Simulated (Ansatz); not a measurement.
GaH8PSi2, SMILES `[SiH3][PH][GaH][SiH3]` at its PBE0-D4/def2-TZVP geometry, where that method's forces vanish. Charge 0, multiplicity 1.

```xyz
12

Si    1.8745    0.4176    1.7548
P     1.0891    1.4287   -0.0885
Ga   -0.9848    0.4230    0.0296
Si   -1.8614   -0.8018   -1.8518
H     1.4492   -1.0013    1.9222
H     1.3738    1.1904    2.9199
H     3.3605    0.4462    1.7351
H     1.6404    0.5181   -1.0287
H    -1.7743    0.6333    1.3739
H    -1.9520   -2.2480   -1.5021
H    -3.2285   -0.3356   -2.2160
H    -0.9867   -0.6706   -3.0485
```

(1) What forces (eV/Å) does ωB97M-V/def2-TZVPP give on these atoms in Ansatz? (An estimate is asked.)

Answers

(1) Computed: 
```
Si1  0.079 -0.064  0.127
P2   0.014 -0.068 -0.064
Ga3 -0.060 -0.019  0.008
Si4 -0.040 -0.057 -0.058
H5   0.038  0.161 -0.022
H6   0.055 -0.090 -0.132
H7  -0.179 -0.003  0.007
H8  -0.047  0.057  0.088
H9   0.065 -0.022 -0.101
H10  0.010  0.168 -0.041
H11  0.163 -0.052  0.047
H12 -0.097 -0.011  0.141
```
